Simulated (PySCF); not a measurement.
# Computed structure and properties of WOBr3

System: WOBr3 (doublet); start: displaced along the imaginary mode (Cs). Method: PySCF 2.14.0, UKS PBE, W def2-SVP with ECP60, O def2-SVP, Br def2-SVP; non-relativistic Hamiltonian with scalar-relativistic core potentials where named; density fitting; no spin-orbit coupling.

Input of the relaxation:

```python
mol = gto.M(atom='''
W      0.44208    -0.00000    -0.00884
O      2.16100     0.00000     0.25000
Br     0.32245     2.45391    -0.03365
Br    -2.11332     0.00000     0.03723
Br     0.32245    -2.45391    -0.03365''',
    basis={'W': 'def2-SVP', 'O': 'def2-SVP', 'Br': 'def2-SVP'},
    ecp={'W': 'def2-SVP'},
    charge=0, spin=1)
mf = dft.UKS(mol, xc='PBE')
mf.grids.atom_grid = (50, 194)
mf = mf.density_fit()  # fitting sets: W def2-universal-JKFIT, O def2-universal-JKFIT, Br def2-universal-JKFIT
mf.conv_tol = 1e-08; mf.max_cycle = 55
mf.kernel(dm0)  # dm0: converged density of the start geometry
# quasi-Newton relaxation in Cartesian coordinates to a largest gradient under 0.00045 Eh/bohr, steps kept in the point group
```

Run from Python with OMP_NUM_THREADS=4; the lines above give its settings. Where DIIS fails, smearing, a level shift and second-order steps follow.
It took 96 s on 4 threads of Arm Neoverse V2, with other jobs on the host, from the converged density of the start.

Course of the relaxation:

```tsv
step	energy above end (eV)	largest force component within the symmetry (eV/Å)
0	1.6931	1.001
1	1.6359	0.335
2	1.3417	2.432
3	0.9161	1.466
4	0.7542	2.943
5	0.6184	1.416
6	0.4887	1.128
7	0.2830	0.712
15	0.0013	0.100
16	0.0008	0.045
17	0.0003	0.036
18	0.0001	0.025
19	0.0000	0.010
20	0.0000	0.003
```
(The steps between are left out.)

Relaxed geometry (Cs):

```xyz
5

W     0.2585    0.0000    0.2556
O     1.5373    0.0000    1.3768
Br    0.6678    1.8359   -1.2886
Br   -1.9967    0.0000    1.1559
Br    0.6678   -1.8359   -1.2886
```

```json
{"contact": "W1–O2 (O)", "Å": "1.701"}
{"contact": "W1–Br3 (Br)", "Å": "2.434"}
{"contact": "W1–Br4 (Br)", "Å": "2.428"}
{"contact": "W1–Br5 (Br)", "Å": "2.434"}
```

On the finer grid (75, 302):

```json
{
 "HOMO": "-5.05 eV",
 "LUMO": "-4.49 eV",
 "Dipole about the centre of mass": "1.22 D",
 "Spin squared": "0.754",
 "Set of Mulliken populations of W1 outside the core potential": "s 2.55, p 6.34, d 4.29, f 0.11",
 "D3(BJ) dispersion energy (not in the energies)": "-0.221 eV"
}
```

```json
{"atom": "W1", "Mulliken (e)": "0.70", "Löwdin (e)": "-0.51", "spin (e)": "0.84"}
{"atom": "O2", "Mulliken (e)": "-0.20", "Löwdin (e)": "-0.03", "spin (e)": "-0.04"}
{"atom": "Br3", "Mulliken (e)": "-0.16", "Löwdin (e)": "0.18", "spin (e)": "0.09"}
{"atom": "Br4", "Mulliken (e)": "-0.18", "Löwdin (e)": "0.18", "spin (e)": "0.03"}
{"atom": "Br5", "Mulliken (e)": "-0.16", "Löwdin (e)": "0.18", "spin (e)": "0.09"}
```

On the grid (50, 194), as all that follows. Harmonic modes: a minimum within the noise of the softest modes; lowest 27 cm⁻¹ (negative: unstable), highest 997 cm⁻¹, zero-point energy 0.140 eV.

Rigid scan of O along the line from its metal, all other atoms held (where the atom bridges, its other bond changes as well):

```json
{"distance to O2 (Å)": "1.40", "energy (eV)": "4.271"}
{"distance to O2 (Å)": "1.50", "energy (eV)": "1.558"}
{"distance to O2 (Å)": "1.60", "energy (eV)": "0.322"}
{"distance to O2 (Å)": "1.70", "energy (eV)": "0.000"}
{"distance to O2 (Å)": "1.80", "energy (eV)": "0.226"}
{"distance to O2 (Å)": "1.90", "energy (eV)": "0.766"}
{"distance to O2 (Å)": "2.00", "energy (eV)": "1.471"}
{"distance to O2 (Å)": "2.15", "energy (eV)": "2.639"}
```

Taking off one Br (charge -1, singlet; the rest: doublet) in vacuum, both parts rigid, costs 9.20 eV; the small basis without counterpoise inflates it. Most of it is the attraction of opposite charges; other ways to part are cheaper, and one spin state was tried for the rest.

Rigid scan of Br along the line from its metal, all other atoms held (where the atom bridges, its other bond changes as well):

distance to Br3 (Å), energy (eV) and a bar:
```
     2.13      0.989 #############
     2.23      0.377 #####
     2.33      0.081 #
     2.43      0.000 
     2.53      0.062 #
     2.63      0.216 ###
     2.83      0.669 #########
     3.13      1.437 ###################
     3.53      2.299 ##############################
```

One start shape was tried, so this needn't be the lowest isomer.

Open shells may have lower solutions than the one found.
